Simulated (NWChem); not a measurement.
Program: NWChem. System: C$_{2}$H$_{6}$Be, charge 0, spin multiplicity 1, at a geometry optimised with PBE0/def2-SVP. The structure started from a generated list of species. Level: MP2/def2-TZVP, 3 core orbitals frozen.

The NWChem input:

```
start mol
memory heap 200 mb stack 900 mb global 1100 mb
geometry units angstroms nocenter noautoz
  Be     0.000000     0.000000     0.000187
  C      1.053931     1.308654    -0.000006
  H      0.926547     1.949878     0.890822
  H      0.911152     1.961726    -0.879831
  H      2.113070     0.993897    -0.011330
  C     -1.053931    -1.308654    -0.000006
  H     -0.926547    -1.949878     0.890822
  H     -0.911152    -1.961726    -0.879831
  H     -2.113070    -0.993897    -0.011330
  symmetry group C2
end
basis spherical
  * library def2-tzvp
end
scf
  rhf
  nopen 0
  maxiter 100
  thresh 1e-7
  semidirect memsize 60000000 filesize 0
end
mp2
  freeze core 3
end
task mp2 energy
```

Part of the output:

```
             Northwest Computational Chemistry Package (NWChem) 7.3.0
             --------------------------------------------------------

                                NWChem Input Module
                                -------------------

 Scaling coordinates for geometry "geometry" by  1.889725989
 (inverse scale =  0.529177249)

 Turning off AUTOSYM since
 SYMMETRY directive was detected!

                             Geometry "geometry" -> ""
                             -------------------------

 Output coordinates in angstroms (scale by  1.889725989 to convert to a.u.)

  No.       Tag          Charge          X              Y              Z
 ---- ---------------- ---------- -------------- -------------- --------------
    1 Be                   4.0000     0.00000000     0.00000000     0.00018700
    2 C                    6.0000     1.05393100     1.30865400    -0.00000600
    3 H                    1.0000     0.92654700     1.94987800     0.89082200
    4 H                    1.0000     0.91115200     1.96172600    -0.87983100
    5 H                    1.0000     2.11307000     0.99389700    -0.01133000
    6 C                    6.0000    -1.05393100    -1.30865400    -0.00000600
    7 H                    1.0000    -0.92654700    -1.94987800     0.89082200
    8 H                    1.0000    -0.91115200    -1.96172600    -0.87983100
    9 H                    1.0000    -2.11307000    -0.99389700    -0.01133000

 Effective nuclear repulsion energy (a.u.)      51.1975397098

            Nuclear Dipole moment (a.u.)
            ----------------------------
        X                 Y               Z
 ---------------- ---------------- ----------------
    -0.0000000000    -0.0000000000    -0.0000037795

      Symmetry information
      --------------------

 Group name             C2
 Group number              4
 Group order               2
 No. of unique centers     5

      Symmetry unique atoms

     1    2    3    4    5


 Summary of "ao basis" -> "" (spherical)
 ------------------------------------------------------------------------------
       Tag                 Description            Shells   Functions and Types
 ---------------- ------------------------------  ------  ---------------------
 *                         def2-tzvp                  on all atoms

 Summary of "ao basis" -> "ao basis" (spherical)
 ------------------------------------------------------------------------------
       Tag                 Description            Shells   Functions and Types
 ---------------- ------------------------------  ------  ---------------------
 Be                        def2-tzvp                 9       19   5s3p1d
 C                         def2-tzvp                11       31   5s3p2d1f
 H                         def2-tzvp                 4        6   3s1p

                                 NWChem SCF Module
                                 -----------------

  ao basis        = "ao basis"
  functions       =   117
  atoms           =     9
  closed shells   =    11
  open shells     =     0
  charge          =   0.00
  wavefunction    = RHF
  use symmetry    = T
  symmetry adapt  = T

 Summary of "ao basis" -> "ao basis" (spherical)
 ------------------------------------------------------------------------------
       Tag                 Description            Shells   Functions and Types
 ---------------- ------------------------------  ------  ---------------------
 Be                        def2-tzvp                 9       19   5s3p1d
 C                         def2-tzvp                11       31   5s3p2d1f
 H                         def2-tzvp                 4        6   3s1p

      Symmetry analysis of basis
      --------------------------

        a          60
        b          57

 Forming initial guess at       0.1s

      Superposition of Atomic Density Guess
      -------------------------------------

 Sum of atomic energies:         -92.91409148

      Non-variational initial energy
      ------------------------------

 Total energy =     -94.410926
 1-e energy   =    -223.297058
 2-e energy   =      77.688592
 HOMO         =      -0.354019
 LUMO         =      -0.002210

      Symmetry analysis of molecular orbitals - initial
      -------------------------------------------------

  Numbering of irreducible representations:

     1 a           2 b

  Orbital symmetries:

     1 a           2 b           3 a           4 a           5 b
     6 b           7 a           8 a           9 b          10 a
    11 b          12 a          13 a          14 b          15 b
    16 a          17 a          18 b          19 a          20 b
    21 a

 Starting SCF solution at       2.6s

 ----------------------------------------------
         Quadratically convergent ROHF

 Convergence threshold     :          1.000E-07
 Maximum no. of iterations :          100
 Final Fock-matrix accuracy:          1.000E-09
 ----------------------------------------------

              iter       energy          gnorm     gmax       time
             ----- ------------------- --------- --------- --------
                 1      -93.8569739992  7.22D-01  2.58D-01      2.8
                 2      -93.8949769824  2.36D-01  6.45D-02      3.0
                 3      -93.9000978497  8.00D-03  2.22D-03      3.6
                 4      -93.9001095446  1.57D-05  5.34D-06      4.5
                 5      -93.9001095447  5.89D-09  1.57D-09      5.6

       Final RHF  results
       ------------------

         Total SCF energy =    -93.900109544650
      One-electron energy =   -226.675384442522
      Two-electron energy =     81.577735188024
 Nuclear repulsion energy =     51.197539709848

        Time for solution =      3.0s

       Symmetry analysis of molecular orbitals - final
       -----------------------------------------------

  Numbering of irreducible representations:

     1 a           2 b

  Orbital symmetries:

     1 b           2 a           3 a           4 a           5 b
     6 b           7 a           8 a           9 b          10 a
    11 b          12 a          13 a          14 b          15 b
    16 a          17 b          18 a          19 a          20 b
    21 a

             Final eigenvalues
             -----------------

              1
    1  -11.1786
    2  -11.1786
    3   -4.6355
    4   -0.9047
    5   -0.9023
    6   -0.5275
    7   -0.5275
    8   -0.5191
    9   -0.5191
   10   -0.4505
   11   -0.4165
   12    0.0549
   13    0.1164
   14    0.1164
   15    0.1551
   16    0.2135
   17    0.2135
   18    0.2267
   19    0.2311
   20    0.2311
   21    0.2751

                       ROHF Final Molecular Orbital Analysis
                       -------------------------------------

 Vector    9  Occ=2.000000D+00  E=-5.190600D-01  Symmetry=b
              MO Center= -4.5D-14,  2.1D-14,  8.4D-03, r^2= 4.9D+00
   Bfn.  Coefficient  Atom+Function         Bfn.  Coefficient  Atom+Function
  ----- ------------  ---------------      ----- ------------  ---------------
    27      0.210513  2 C  pz                76     -0.210513  6 C  pz
    30      0.177784  2 C  pz                79     -0.177784  6 C  pz
    52      0.157730  3 H  s                101     -0.157730  7 H  s
    58     -0.155823  4 H  s                107      0.155823  8 H  s

 Vector   10  Occ=2.000000D+00  E=-4.504817D-01  Symmetry=a
              MO Center=  2.3D-16,  2.4D-16,  4.8D-05, r^2= 3.1D+00
   Bfn.  Coefficient  Atom+Function         Bfn.  Coefficient  Atom+Function
  ----- ------------  ---------------      ----- ------------  ---------------
     3      0.230672  1 Be s                  4      0.189574  1 Be s
    29     -0.175221  2 C  py                78      0.175221  6 C  py
    26     -0.168671  2 C  py                75      0.168671  6 C  py
     2     -0.159662  1 Be s

 Vector   11  Occ=2.000000D+00  E=-4.165089D-01  Symmetry=b
              MO Center=  1.6D-16,  1.9D-16,  4.2D-05, r^2= 3.2D+00
   Bfn.  Coefficient  Atom+Function         Bfn.  Coefficient  Atom+Function
  ----- ------------  ---------------      ----- ------------  ---------------
     7      0.316934  1 Be py                 6      0.255230  1 Be px
    26      0.189859  2 C  py                75      0.189859  6 C  py
    29      0.166660  2 C  py                78      0.166660  6 C  py
    25      0.152929  2 C  px                74      0.152929  6 C  px

 Vector   12  Occ=0.000000D+00  E= 5.491661D-02  Symmetry=a
              MO Center= -3.5D-16, -7.3D-16,  6.3D-04, r^2= 1.3D+01
   Bfn.  Coefficient  Atom+Function         Bfn.  Coefficient  Atom+Function
  ----- ------------  ---------------      ----- ------------  ---------------
     4      3.186787  1 Be s                  5     -2.715053  1 Be s
    24     -0.922319  2 C  s                 73     -0.922319  6 C  s
    15      0.316117  1 Be d -2              53      0.255541  3 H  s
    59      0.255514  4 H  s                 65      0.255564  5 H  s
   102      0.255541  7 H  s                108      0.255514  8 H  s

 Vector   13  Occ=0.000000D+00  E= 1.164321D-01  Symmetry=a
              MO Center=  4.2D-15, -4.6D-15, -5.8D-04, r^2= 5.4D+00
   Bfn.  Coefficient  Atom+Function         Bfn.  Coefficient  Atom+Function
  ----- ------------  ---------------      ----- ------------  ---------------
    14      1.252681  1 Be pz                33     -0.378593  2 C  pz
    82     -0.378593  6 C  pz                 8     -0.231336  1 Be pz

 Vector   14  Occ=0.000000D+00  E= 1.164351D-01  Symmetry=b
              MO Center= -6.8D-13,  8.7D-13,  8.1D-04, r^2= 5.4D+00
   Bfn.  Coefficient  Atom+Function         Bfn.  Coefficient  Atom+Function
  ----- ------------  ---------------      ----- ------------  ---------------
    12      0.975609  1 Be px                13     -0.785762  1 Be py
    31     -0.294858  2 C  px                80     -0.294858  6 C  px
    32      0.237456  2 C  py                81      0.237456  6 C  py
     6     -0.180174  1 Be px

 center of mass
 --------------
 x =   0.00000000 y =  -0.00000000 z =   0.00004151

 moments of inertia (a.u.)
 ------------------
         220.240284120914        -159.195103822753          -0.000000000000
        -159.195103822753         150.779011612498          -0.000000000000
          -0.000000000000          -0.000000000000         348.449270288330

  Mulliken analysis of the total density
  --------------------------------------

    Atom       Charge   Shell Charges
 -----------   ------   -------------------------------------------------------
    1 Be   4     3.58   1.02  0.96  0.37  0.26 -0.01  0.79  0.01  0.09  0.09
    2 C    6     6.52   0.85  1.12  0.46  0.70  0.04  1.25  1.52  0.53  0.01  0.02  0.00
    3 H    1     0.90   0.26  0.49  0.13  0.02
    4 H    1     0.90   0.26  0.49  0.13  0.02
    5 H    1     0.90   0.26  0.49  0.13  0.02
    6 C    6     6.52   0.85  1.12  0.46  0.70  0.04  1.25  1.52  0.53  0.01  0.02  0.00
    7 H    1     0.90   0.26  0.49  0.13  0.02
    8 H    1     0.90   0.26  0.49  0.13  0.02
    9 H    1     0.90   0.26  0.49  0.13  0.02

       Multipole analysis of the density wrt the origin
       ------------------------------------------------

     L   x y z        total         open         nuclear
     -   - - -        -----         ----         -------
     0   0 0 0     -0.000000      0.000000     22.000000

     1   1 0 0      0.000000      0.000000     -0.000000
     1   0 1 0      0.000000      0.000000     -0.000000
     1   0 0 1      0.000105      0.000000     -0.000004

     2   2 0 0    -16.196696      0.000000     91.550486
     2   1 1 0     -2.038607      0.000000     99.772996
     2   1 0 1      0.000000      0.000000     -0.000000
     2   0 2 0    -17.086108      0.000000    135.083908
     2   0 1 1     -0.000000      0.000000     -0.000000
     2   0 0 2    -14.554865      0.000000     11.197393

                   NWChem MP2 Semi-direct Energy/Gradient Module
                   ---------------------------------------------

  Basis functions       =    117
  Molecular orbitals    =    117
  Frozen core           =      3
  Frozen virtuals       =      0
  Active alpha occupied =      8
  Active beta occupied  =      8
  Active alpha virtual  =    106
  Active beta virtual   =    106
  Use MO symmetry       = T
  Use skeleton AO sym   = T

  AO/Fock/Back tols     =   1.0D-09  1.0D-09  1.0D-09

 GA uses MA = F    GA memory limited = T

 Available:
  local mem=  1.26D+08
 global mem=  1.44D+08
 local disk=  0.00D+00
  mp2_memr nvloc                   106
  nvloc new                   106
   1 passes of   8:        5242880                      70308                  19061247.
   1 passes of   8: M    126151105           G      144151822           F     120908225.

 Semi-direct pass number   1 of   1  for RHF alpha+beta  at        5.7s
  vrange nnbf                  6603
  mp2_eaftype                    72  avail_ma_in_mb                  1099
 EAF : mp2_eaftype filesize          72    9530623.
  mp2_eaf for mointskh                     72
Node 0 wrote     44.8 Mb in      0.1 s     Agg I/O rate:   643.0 Mb/s
 Done moints_semi at       14.1s
  mp2_eaftype                    72  avail_ma_in_mb                  1027
 EAF : mp2_eaftype filesize          72    9530623.
  mp2_eaf for kh                    72
 Done maket at       14.5s
 Done multipass loop at       14.5s

          -------------------------------------------
          SCF energy                 -93.900109544650
          Correlation energy          -0.391058025162
          Singlet pairs               -0.268716552461
          Triplet pairs               -0.122341472701
          Total MP2 energy           -94.291167569812
          -------------------------------------------

          ---------------------------------------------------
                    Spin Component Scaled (SCS) MP2
          Same spin pairs                     -0.081560981801
          Same spin scaling factor             0.333333333333
          Opposite spin pairs                 -0.309497043361
          Opposite spin scaling fact.          1.200000000000
          SCS-MP2 correlation energy          -0.398583445967
          Total SCS-MP2 energy               -94.298692990617
          ---------------------------------------------------

 -----------------------
 Performance information
 -----------------------

 Timer overhead =  2.18D-07 seconds/call

               Nr. of calls         CPU time (s)                 Wall time (s)                GFlops
             ---------------    -------------------     ------------------------------   -------------------
Name         Min   Avg   Max    Min     Avg     Max     Min     Avg     Max   Mx/calls   Min     Max     Sum
mp2: moin     1     1     1    8.4     8.4     8.4      8.4     8.4     8.4     8.4      0.0     0.0     0.0
mp2: make     1     1     1   0.41    0.41    0.41     0.41    0.41    0.41    0.41      0.0     0.0     0.0
mp2: tota     1     1     1    8.8     8.8     8.8      8.8     8.8     8.8     8.8      0.0     0.0     0.0

 The average no. of pstat calls per process was 3.00D+00
 with a timing overhead of 6.53D-07s

 Task  times  cpu:       14.4s     wall:       14.4s

 Total times  cpu:       14.5s     wall:       14.5s
```
